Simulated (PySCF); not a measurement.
Converging HBr in the basis (HF)

PySCF, RHF reference; singlet, unpaired electrons none; De to H + Br without counterpoise correction.

```json
{"basis": "aug-cc-pVDZ/aug-cc-pVDZ-PP", "relativity": "scalar-relativistic core potentials", "functions": "41", "Re (Å)": "1.412", "ωe (cm⁻¹)": "2794", "De (eV)": "2.78", "μ (D)": "-0.91"}
{"basis": "cc-pVTZ/cc-pVTZ-PP", "relativity": "scalar-relativistic core potentials", "functions": "53", "Re (Å)": "1.405", "ωe (cm⁻¹)": "2785", "De (eV)": "2.78", "μ (D)": "-0.96"}
{"basis": "def2-TZVPP", "relativity": "no relativity", "functions": "62", "Re (Å)": "1.407", "ωe (cm⁻¹)": "2794", "De (eV)": "2.82", "μ (D)": "-0.99"}
{"basis": "def2-TZVPPD", "relativity": "no relativity", "functions": "74", "Re (Å)": "1.407", "ωe (cm⁻¹)": "2797", "De (eV)": "2.83", "μ (D)": "-0.95"}
```

(1) How does each smaller set differ from the one with most functions, def2-TZVPPD?

A positive dipole means H(−)Br(+). Measured (Huber and Herzberg, Constants of Diatomic Molecules (1979)): Re = 1.414435 Å, ωe = 2648.975 cm⁻¹. Where the molecule has an RHF reference, its open-shell atoms are computed with UHF. Hartree–Fock leaves out correlation, which carries a large part of most bond energies and some tenths to 1 eV of ionisation energies.

Answers

(1) aug-cc-pVDZ/aug-cc-pVDZ-PP: +0.5 pm, -0.1 % in ωe, -0.05 eV in De; cc-pVTZ/cc-pVTZ-PP: -0.2 pm, -0.4 % in ωe, -0.05 eV in De; def2-TZVPP: +0.0 pm, -0.1 % in ωe, -0.01 eV in De. All at HF; the set with most functions is neither the basis-set limit nor always the best. The rows treat relativity differently, so the differences are not basis effects alone.
